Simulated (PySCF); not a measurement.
Bonds: In1-N2 2.301 Å, In1-Cl6 2.348 Å, In1-Cl7 2.343 Å, In1-Cl8 2.343 Å. N2 carries H3, H4, H5.

Geometry: PBE0-D3(BJ)/def2-SVP; GIAO absolute shieldings from PySCF, gas phase, scalar relativity only through the core potential, averaged over equivalent atoms.

At PBE0/pcSseg-1 (def2-TZVP on In) (154 basis functions, 12 s wall time on 1 thread of an x86-64 server CPU, shared host):
```tsv
atoms	σ (ppm)
N2	229.0
H3/H4/H5	29.43
Cl6/Cl7/Cl8	967.8
```

Problem. Predict the values at wB97X-D/pcSseg-1 (def2-TZVP on In) on the same geometry.

Solution. 
| atoms | σ at wB97X-D/pcSseg-1 (def2-TZVP on In) | change |
| --- | --- | --- |
| N2 | 229.5 | +0.5 |
| H3/H4/H5 | 29.48 | +0.05 |
| Cl6/Cl7/Cl8 | 984.3 | +16.5 |

The largest change is at Cl6/Cl7/Cl8 (chlorine bonded to In). Cost: 154 basis functions, 15 s wall time on 1 thread of an x86-64 server CPU, shared host.

In is described by an effective core potential, so it has no shielding of its own here; spin–orbit effects on the atoms bonded to it, which can be large, are absent, and the values of these neighbours are rough.
